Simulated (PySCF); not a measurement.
Compound: 1,1,1,2-tetrafluorochloroethane, C2HClF4.
SMILES with atom numbers: `[F:1][C@H:2]([Cl:3])[C:4]([F:5])([F:6])[F:7]` (hydrogens: H8 on C2)

Torsions of this conformer, `[F:1][C@H:2]([Cl:3])[C:4]([F:5])([F:6])[F:7]`: F1–C2–C4–F5 61°.

The closed-shell ground state was solved at several levels (PySCF, density fitting, gas phase, non-relativistic). Isolated species at its PBE0-D3(BJ)/def2-SVP geometry, gas phase.

```csv
level,basis functions,HOMO (eV),LUMO (eV),gap (eV),dipole (D)
B3LYP/pcSseg-2,273,-9.29,-0.35,8.94,1.44
PBE0/def2-TZVP,229,-9.46,0.12,9.58,1.38
PBE0/6-31+G*,132,-9.57,-0.20,9.37,1.48
wB97X-D/def2-SVPD,167,-11.53,1.59,13.12,1.44
BHandHLYP/def2-SVPD,167,-11.01,0.73,11.74,1.54
CAM-B3LYP/def2-SVPD,167,-11.07,0.79,11.86,1.48
PBE/def2-SVPD,167,-8.09,-1.25,6.84,1.31
PBE0/def2-SVPD,167,-9.61,-0.19,9.42,1.42
PBE0/pcSseg-1,131,-9.54,0.18,9.72,1.44
LDA/def2-SVPD,167,-8.23,-1.47,6.76,1.37
```

**Question.** Estimate the row for LC-wPBE/def2-SVPD, a basis of 167 functions; the other rows only guide the guess.

**Answer.** HOMO -12.48 eV, LUMO 1.97 eV, gap 14.45 eV, dipole 1.46 D.

**Question.** Over all these levels, which gives the widest orbital gap and which the narrowest?

**Answer.** LC-wPBE/def2-SVPD (range-separated hybrid) has the widest, 14.45 eV, and LDA/def2-SVPD (LDA) the narrowest, 6.76 eV. The two share the basis. From the narrowest to the widest the HOMO moves by -4.25 eV and the LUMO by +3.44 eV.

**Question.** How much does the basis alone move the frontier levels among the 4 PBE0 rows?

**Answer.** The HOMO by 0.15 eV and the LUMO by 0.38 eV. By rising basis size (HOMO, LUMO in eV): pcSseg-1 -9.54, 0.18; 6-31+G* -9.57, -0.20; def2-SVPD -9.61, -0.19; def2-TZVP -9.46, 0.12.

**Question.** In the def2-SVPD basis, how does the gap go with the fixed share of exact exchange?

**Answer.** LDA (0 %) 6.76 eV; PBE (0 %) 6.84 eV; PBE0 (25 %) 9.42 eV; BHandHLYP (50 %) 11.74 eV. Each rise in the share widens the gap here.

**Question.** How far do the dipole and the HOMO energy spread over the levels?

**Answer.** The dipole runs from 1.31 to 1.54 D (mean 1.43 D) and the HOMO from -12.48 to -8.09 eV.
